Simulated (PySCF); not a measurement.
## An isoelectronic series: SnO₂, SbO₂⁺, TeO₂²⁺

Level: PBE0 in the def2-TZVP basis family, computed in PySCF with density fitting; scalar-relativistic core potentials for atoms from Rb on, none lighter, no spin–orbit coupling; open shells unrestricted.

Each entry is the lowest minimum that a search over a few typed start shapes (and spin states, where more than one is plausible) found, or that minimum re-optimised at the stated level; isomers with ligand–ligand bonds, or fragments after loss of a ligand pair, can lie lower.

| molecule | 2S+1 | point group | mean bond to the central atom (Å) | atomisation (kJ/mol) | distinct angles (°) | highest ω (cm⁻¹) |
| --- | --- | --- | --- | --- | --- | --- |
| SnO₂ | 1 | D∞h | 1.799 | 749 | 180 | 918 |
| SbO₂⁺ | 1 | D∞h | 1.757 | – | 180 | 980 |
| TeO₂²⁺ | ? | ? | ? | ? | ? | ? |

**Question.** Fill in the row of TeO₂²⁺.

**Answer.** 2S+1: 1; point group: D∞h; mean bond to the central atom (Å): 1.739; distinct angles (°): 180; highest ω (cm⁻¹): 963.

The bond shortens at every step; the largest change, -0.042 Å, falls between SnO₂ and SbO₂⁺ among the members listed.

Left out of the table are members whose search was unfinished or whose lowest solution was spin-contaminated, unstable, very soft or bonded differently.
